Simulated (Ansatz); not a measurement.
C$_{2}$H$_{5}$B$_{2}$Cl, 10 atoms. Total charge 0; spin multiplicity 1. The bonds changed during the relaxation, so this is another structure than the one it started from. All runs use 2 threads of an Intel Xeon 6975P-C on a shared host. Correlated methods freeze the cores.

Task: Give the basis size and wall time and peak host memory of each of these runs in Ansatz. RHF-CCSD(T)/def2-SVP energy; RKS ωB97M-V/def2-SVP energy; direct RPA on PBE orbitals/def2-TZVPP energy; RKS BLYP-D4/def2-TZVPP energy; RKS PBE0-D4/def2-SVP energy; RKS PBE0-D4/def2-TZVP relaxation (12 steps); RKS LC-ωPBE/def2-TZVPP energy; RKS r2SCAN0-D4/def2-TZVPP energy; RKS PBE0-D4/def2-QZVPP energy; RHF-MP2/def2-QZVPP energy; RKS r2SCAN-D4/def2-TZVPP energy and forces; RKS PBE0-D4/def2-TZVP frequencies. (Best estimate.)

Result: Ansatz gave: Other jobs shared the machine, so times are rough.

```
                                level                    job  functions  wall time  peak host memory (GiB)
                 RKS PBE0-D4/def2-SVP                 energy         99     0.85 s                    0.21
               RKS BLYP-D4/def2-TZVPP                 energy        236      1.8 s                    0.29
               RKS LC-ωPBE/def2-TZVPP                 energy        236      2.2 s                     0.4
                 RKS ωB97M-V/def2-SVP                 energy         99      2.6 s                    0.28
                 RHF-CCSD(T)/def2-SVP                 energy         99      3.2 s                    0.41
             RKS r2SCAN-D4/def2-TZVPP      energy and forces        236      3.4 s                    0.31
            RKS r2SCAN0-D4/def2-TZVPP                 energy        236      3.5 s                    0.54
direct RPA on PBE orbitals/def2-TZVPP                 energy        236      4.2 s                    0.53
               RKS PBE0-D4/def2-QZVPP                 energy        448        7 s                     1.3
                   RHF-MP2/def2-QZVPP                 energy        448       18 s                     2.6
                RKS PBE0-D4/def2-TZVP  relaxation (12 steps)        191       33 s                    0.47
                RKS PBE0-D4/def2-TZVP            frequencies        191      120 s                    0.48
```

LC-ωPBE has ω = 0.4 bohr⁻¹.
